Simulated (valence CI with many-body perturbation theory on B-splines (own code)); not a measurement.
# E1 line list for I46+

Method: configuration interaction combined with many-body perturbation theory (CI+MBPT): five valence electrons over a frozen Dirac-Fock core [He], a basis of 9 s, 9 p, 8 d, 6 f, 3 g, 1 h functions for each j, with the one-electron correlation potential Σ1 (screened to all orders), the two-electron term Σ2, the three-electron term Σ3, Breit, model QED; selected single and double excitations, second order for the rest (own B-spline code, finite nucleus).

No measured spectrum was set against this ion. As an estimate, large intervals hold to a few tenths of a per cent, small ones and those within an open d or f shell to about a per cent. Among the levels kept, up to 1300 cm⁻¹ of a level comes from second order outside the variational space, and about a tenth of that is noise between levels of different J, which matters for small intervals.

Lines 101 to 150 of 255 in falling wavelength, among levels below 41533 × 10³ cm⁻¹, chosen from the strongest by gf and those to the six lowest levels. Wavelengths and rates use the calculated energies. Electric multipoles are in the length gauge, E1 and E2 with the static RPA response of the core. Weak lines are less certain than strong ones. Lines between different terms over intervals too small for the method are left out, as are lines whose strength nearly cancels. The highest levels of a list are the least certain.

Levels are named by their leading jj configuration (3d3/2^4 stands for four electrons in 3d with j = 3/2), which in mixed levels can hold well under half, so a name can repeat and another be missing. Letters in brackets count levels of one name in rising energy.

| λ vac (nm) | Upper | Lower | A (s⁻¹) | log gf | Branch % |
| --- | --- | --- | --- | --- | --- |
| 2.237 | (2s 2p1/2^2 2p3/2 3p3/2) J=3/2 [b] | (2s^2 2p1/2^2 3p3/2) J=3/2 | 7.12e+11 | -0.67 | 1.3 |
| 2.231 | (2s 2p1/2^2 2p3/2 3s) J=3/2 [b] | (2s^2 2p1/2^2 3s) J=1/2 | 6.89e+11 | -0.69 | 2.6 |
| 2.228 | (2s 2p1/2 2p3/2^3) J=3/2 [b] | (2s^2 2p1/2 2p3/2^2) J=1/2 | 3.35e+11 | -1.00 | 19.9 |
| 2.222 | (2s 2p1/2^2 2p3/2 3p3/2) J=1/2 [b] | (2s^2 2p1/2^2 3p3/2) J=3/2 | 7.29e+11 | -0.97 | 16.2 |
| 2.215 | (2s 2p1/2 2p3/2^3) J=5/2 | (2s^2 2p1/2 2p3/2^2) J=3/2 | 2.94e+10 | -1.89 | 4.7 |
| 2.211 | (2p1/2^2 2p3/2^3) J=3/2 | (2s 2p1/2^2 2p3/2^2) J=3/2 | 1.09e+12 | -0.50 | 58.6 |
| 2.208 | (2s 2p3/2^4) J=1/2 | (2s^2 2p3/2^3) J=3/2 | 1.42e+12 | -0.68 | 96.7 |
| 2.206 | (2p1/2 2p3/2^4) J=1/2 | (2s 2p1/2 2p3/2^3) J=1/2 | 6.75e+11 | -1.01 | 27.2 |
| 2.205 | (2p1/2^2 2p3/2^3) J=3/2 | (2s 2p1/2^2 2p3/2^2) J=1/2 | 2.30e+11 | -1.17 | 12.4 |
| 2.157 | (2s 2p1/2^2 2p3/2^2) J=1/2 | (2s^2 2p1/2^2 2p3/2) J=3/2 | 7.07e+11 | -1.01 | 95.6 |
| 2.151 | (2s 2p1/2^2 2p3/2^2) J=3/2 | (2s^2 2p1/2^2 2p3/2) J=3/2 | 1.21e+12 | -0.48 | 96.4 |
| 2.113 | (2s 2p1/2 2p3/2^3) J=3/2 [b] | (2s^2 2p1/2 2p3/2^2) J=5/2 | 1.27e+12 | -0.47 | 75.6 |
| 2.083 | (2s 2p1/2 2p3/2^3) J=1/2 | (2s^2 2p1/2 2p3/2^2) J=3/2 | 1.17e+12 | -0.82 | 70.9 |
| 2.044 | (2s 2p1/2 2p3/2^3) J=3/2 [b] | (2s^2 2p1/2 2p3/2^2) J=3/2 | 2.84e+10 | -2.15 | 1.7 |
| 1.971 | (2p1/2^2 2p3/2^3) J=3/2 | (2s 2p1/2^2 2p3/2^2) J=5/2 | 3.47e+11 | -1.09 | 18.7 |
| 1.506 | (2s 2p1/2 2p3/2^3) J=3/2 [a] | (2s^2 2p1/2^2 2p3/2) J=3/2 | 1.27e+10 | -2.76 | 2.0 |
| 1.392 | (2s 2p1/2 2p3/2^3) J=1/2 | (2s^2 2p1/2^2 2p3/2) J=3/2 | 3.10e+10 | -2.74 | 1.9 |
| 1.374 | (2s 2p1/2 2p3/2^3) J=3/2 [b] | (2s^2 2p1/2^2 2p3/2) J=3/2 | 2.24e+10 | -2.60 | 1.3 |
| 1.365 | (2s 2p3/2^4) J=1/2 | (2s^2 2p1/2 2p3/2^2) J=3/2 | 4.66e+10 | -2.58 | 3.2 |
| 0.3191 | (2s^2 2p1/2^2 3p1/2) J=1/2 | (2s 2p1/2^2 2p3/2^2) J=1/2 | 9.80e+10 | -3.52 | 21.2 |
| 0.3060 | (2s^2 2p1/2^2 3p3/2) J=3/2 | (2s 2p1/2^2 2p3/2^2) J=5/2 | 1.20e+11 | -3.17 | 25.0 |
| 0.2933 | (2s^2 2p1/2 2p3/2 3p1/2) J=3/2 [b] | (2s 2p1/2^2 2p3/2^2) J=1/2 | 2.54e+11 | -2.88 | 17.6 |
| 0.2904 | (2s^2 2p1/2 2p3/2 3p1/2) J=5/2 | (2s 2p1/2^2 2p3/2^2) J=5/2 | 7.30e+10 | -3.26 | 16.1 |
| 0.2899 | (2s^2 2p1/2^2 3d3/2) J=3/2 | (2s^2 2p1/2 2p3/2^2) J=1/2 | 8.95e+10 | -3.35 | 0.1 |
| 0.2888 | (2s^2 2p1/2 2p3/2 3p1/2) J=3/2 [b] | (2s 2p1/2^2 2p3/2^2) J=5/2 | 3.23e+11 | -2.79 | 22.3 |
| 0.2884 | (2s^2 2p1/2 2p3/2 3p3/2) J=3/2 [b] | (2s 2p1/2^2 2p3/2^2) J=1/2 | 2.43e+12 | -1.92 | 21.7 |
| 0.2867 | (2s^2 2p1/2 2p3/2 3p3/2) J=1/2 [b] | (2s 2p1/2^2 2p3/2^2) J=1/2 | 1.96e+12 | -2.32 | 41.4 |
| 0.2865 | (2s^2 2p1/2^2 3d3/2) J=3/2 | (2s^2 2p1/2 2p3/2^2) J=3/2 | 2.35e+11 | -2.94 | 0.4 |
| 0.2863 | (2s 2p1/2^2 2p3/2 3s) J=3/2 [a] | (2s 2p1/2^2 2p3/2^2) J=1/2 | 1.24e+13 | -1.22 | 27.1 |
| 0.2856 | (2s^2 2p1/2 2p3/2 3p3/2) J=5/2 [a] | (2s 2p1/2^2 2p3/2^2) J=5/2 | 2.55e+12 | -1.73 | 85.1 |
| 0.2849 | (2s^2 2p1/2 2p3/2 3s) J=3/2 [a] | (2s^2 2p1/2 2p3/2^2) J=1/2 | 1.92e+11 | -3.03 | 0.6 |
| 0.2847 | (2s^2 2p1/2 2p3/2 3p3/2) J=3/2 [a] | (2s 2p1/2^2 2p3/2^2) J=5/2 | 9.25e+10 | -3.35 | 16.5 |
| 0.2845 | (2s^2 2p1/2 2p3/2 3s) J=1/2 | (2s^2 2p1/2 2p3/2^2) J=1/2 | 1.66e+13 | -1.40 | 24.5 |
| 0.2844 | (2s^2 2p1/2^2 3d5/2) J=5/2 | (2s^2 2p1/2 2p3/2^2) J=3/2 | 3.26e+10 | -3.62 | 0.0 |
| 0.2840 | (2s^2 2p1/2 2p3/2 3p3/2) J=3/2 [b] | (2s 2p1/2^2 2p3/2^2) J=5/2 | 8.42e+12 | -1.39 | 75.1 |
| 0.2836 | (2s 2p1/2^2 2p3/2 3s) J=1/2 | (2s 2p1/2^2 2p3/2^2) J=3/2 | 3.39e+13 | -1.09 | 65.1 |
| 0.2836 | (2s^2 2p1/2 2p3/2 3s) J=3/2 [b] | (2s^2 2p1/2 2p3/2^2) J=1/2 | 1.66e+13 | -1.10 | 26.0 |
| 0.2836 | (2s 2p1/2^2 2p3/2 3s) J=5/2 | (2s 2p1/2^2 2p3/2^2) J=5/2 | 1.24e+13 | -1.05 | 96.5 |
| 0.2835 | (2s 2p1/2^2 2p3/2 3s) J=1/2 | (2s 2p1/2^2 2p3/2^2) J=1/2 | 1.73e+13 | -1.38 | 33.3 |
| 0.2834 | (2s 2p1/2^2 2p3/2 3s) J=3/2 [b] | (2s 2p1/2^2 2p3/2^2) J=3/2 | 1.99e+13 | -1.02 | 75.2 |
| 0.2833 | (2s 2p1/2^2 2p3/2 3s) J=3/2 [b] | (2s 2p1/2^2 2p3/2^2) J=1/2 | 1.58e+11 | -3.12 | 0.6 |
| 0.2830 | (2s^2 2p1/2 2p3/2 3s) J=3/2 [a] | (2s^2 2p1/2 2p3/2^2) J=5/2 | 4.67e+12 | -1.65 | 14.7 |
| 0.2828 | (2s^2 2p1/2 2p3/2 3p3/2) J=5/2 [b] | (2s 2p1/2^2 2p3/2^2) J=5/2 | 5.22e+12 | -1.43 | 84.5 |
| 0.2826 | (2s^2 2p3/2^2 3s) J=5/2 | (2s^2 2p3/2^3) J=3/2 | 8.31e+12 | -1.22 | 77.5 |
| 0.2822 | (2s^2 2p3/2^2 3s) J=3/2 | (2s^2 2p3/2^3) J=3/2 | 5.00e+13 | -0.62 | 77.9 |
| 0.2821 | (2s^2 2p1/2^2 3s) J=1/2 | (2s^2 2p1/2^2 2p3/2) J=3/2 | 4.46e+13 | -0.97 | 99.9 |
| 0.2820 | (2s 2p1/2^2 2p3/2 3s) J=3/2 [a] | (2s 2p1/2^2 2p3/2^2) J=5/2 | 2.78e+13 | -0.88 | 60.9 |
| 0.2819 | (2s^2 2p1/2 2p3/2 3s) J=5/2 | (2s^2 2p1/2 2p3/2^2) J=5/2 | 2.16e+13 | -0.81 | 74.8 |
| 0.2817 | (2s^2 2p1/2 2p3/2 3s) J=3/2 [a] | (2s^2 2p1/2 2p3/2^2) J=3/2 | 1.88e+13 | -1.05 | 59.2 |
| 0.2816 | (2s^2 2p1/2 2p3/2 3s) J=3/2 [b] | (2s^2 2p1/2 2p3/2^2) J=5/2 | 3.33e+13 | -0.80 | 52.2 |

(1) How does gf follow from A for the line at 0.2834 nm?

Answers

(1) gf = 1.4992 × (2J+1)_upper × A / σ², with σ = 35287239 cm⁻¹ and 2J+1 = 4: gf = 0.0958.
